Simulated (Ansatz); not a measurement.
Reactions of GaH3S2 (`[SH][GaH][SH]`).

Gas-phase electronic energies from Ansatz, PBE0-D4/def2-TZVP geometries. CBS: MP2 limit from def2 TZ/QZ plus the TZ coupled-cluster correction, frozen cores. This one scheme is used for every species, atoms too. Functionals use def2-TZVPP. B3LYP here is the variant with VWN-RPA as its local correlation; programs differ in this. No spin–orbit coupling; open shells (•) take unrestricted orbitals. Spin–orbit coupling would lower the free atoms: a little for Cl, F. For Br, Ga outer-core shells are correlated without core-valence functions, so the limit isn't a true one: a few kJ/mol of doubt a bond, and 10 to 20 or more in all where bonds break to atoms. Scalar relativity is left out up to krypton. Each species was taken in one conformer, which may not be the lowest.

```csv
reaction,PBE0-D4 (kcal/mol),MP2/CBS(def2) (kcal/mol),B3LYP-D4 (kcal/mol)
`[SH][GaH][SH]` + `NC(S)N[SiH3]` → `[SH][Ga]([SH])[SH]` + `NCN[SiH3]`,-28.4,-29.5,-28.3
`[SH][GaH][SH]` + Cl• → `[SH][Ga][SH]`• + HCl,-25.6,-24.9,-24.3
`[SH][GaH][SH]` + `OB(F)Br` → `[SH][Ga]([SH])[Br]` + `OBF`,-14.1,-15.5,-15.3
`[SH][GaH][SH]` + `COC1=NC1` → `C[O][Ga]([SH])[SH]` + `C1=NC1`,-12.9,-18.4,-14.6
`[SH][GaH][SH]` + `O[SiH3]` → `[SiH3][O][GaH][SH]` + H₂S,5.1,3.9,2.9
`[SH][GaH][SH]` + `OB(S)Cl` → `[SH][GaH][Cl]` + `OB(S)S`,-0.6,-0.3,-0.7
`[SH][GaH][SH]` + `[SiH3]`• → `[SH][Ga][SH]`• + SiH₄,-12.7,-11.6,-14.7
`[SH][GaH][SH]` + F• → `[SH][Ga][SH]`• + H–F,-56.8,-63.5,-57.6
`[SH][GaH][SH]` + `FC[SiH](F)S` → `F[CH2][GaH][SH]` + `F[SiH](S)S`,9.8,9.1,10.0
```

Give the CCSD(T)/CBS values in the same order. (An estimate is asked.)

Computed: -28.9, -22.3, -14.8, -17.7, 3.3, -0.5, -11.8, -57.0, 9.5 kcal/mol.

Largest T1 diagnostic: 0.015, for `[SH][Ga][SH]`•.
